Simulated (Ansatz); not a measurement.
Ansatz (a program for electronic structure) input (BHLYP/def2-TZVPD):

Ansatz 0.2 input:
```yaml
crystal:
  periodic: [false, false, false]
  atoms:
    - {symbol: Br, position_ang: [1.96536710, -0.44951670, 0.27147361]}
    - {symbol: C, position_ang: [0.10796317, -0.48377957, 0.01489011]}
    - {symbol: C, position_ang: [-0.71165819, -1.52659564, -0.09838396]}
    - {symbol: C, position_ang: [-2.09895856, -1.33151028, -0.29001600]}
    - {symbol: C, position_ang: [-2.42923854, -0.01223299, -0.33557565]}
    - {symbol: Se, position_ang: [-0.93440720, 1.10523296, -0.12902437]}
    - {symbol: H, position_ang: [-2.81572294, -2.13358248, -0.38906951]}
    - {symbol: H, position_ang: [-3.41092807, 0.41345702, -0.47116520]}
basis:
  gaussian:
    orbitals: def2-TZVPD
hamiltonian:
  xc: {name: BHLYP}
magnetization: {spin_polarized: true, initial_magnetization: 1}
output: {forces: true}
```

Output:

```
Functional definition: BHLYP
integrals: 0.35 GiB planned
2009 factors; their error is unknown
0.45 GiB of the device are held for the grids
2.60 GiB of device memory are held for the factors and their scratch space
mean field: 2.52 GiB planned
mean field evaluation 1: about -139553.5148 eV, gradient 5.2e1 eV
mean field evaluation 2: about -139507.8332 eV, gradient 9.7e1 eV
mean field evaluation 4: about -139566.6912 eV, gradient 2.5e1 eV
mean field evaluation 8: about -139570.2203 eV, gradient 7.9e-1 eV
mean field evaluation 16: about -139571.4781 eV, gradient 9.0e-2 eV
mean field evaluation 32: about -139571.4782 eV, gradient 1.2e-5 eV
mean field -139571.47816675 eV, -5129.1572176822 hartree, gradient 1.2e-5 eV, S^2 0.770349; 2 other end points of the search recorded, 0 dependent functions left out
the calculation of the forces begins
reference -139571.47835633 eV, -5129.1572246492 hartree; 48, 47 occupied and 232, 233 virtual orbitals, 2009 factors
Total energy: -139571.47835633 eV, -5129.1572246492 hartree
Atom 0 at     1.965367    -0.449517     0.271474 Å, force    -0.336890    -0.035263    -0.046540 eV/Å
Atom 1 at     0.107963    -0.483780     0.014890 Å, force    -0.332950    -0.044880    -0.045996 eV/Å
Atom 2 at    -0.711658    -1.526596    -0.098384 Å, force     0.285103     0.447431     0.039406 eV/Å
Atom 3 at    -2.098959    -1.331510    -0.290016 Å, force    -0.230323     0.531391    -0.031791 eV/Å
Atom 4 at    -2.429239    -0.012233    -0.335576 Å, force     0.241027    -0.359362     0.033278 eV/Å
Atom 5 at    -0.934407     1.105233    -0.129024 Å, force    -0.054892    -0.611273    -0.007613 eV/Å
Atom 6 at    -2.815723    -2.133582    -0.389070 Å, force     0.190322     0.205199     0.026301 eV/Å
Atom 7 at    -3.410928     0.413457    -0.471165 Å, force     0.238604    -0.133244     0.032954 eV/Å
Dipole moment:    -0.376284     0.058848    -0.051977 e Å
```

It need not be the lowest isomer of its formula.
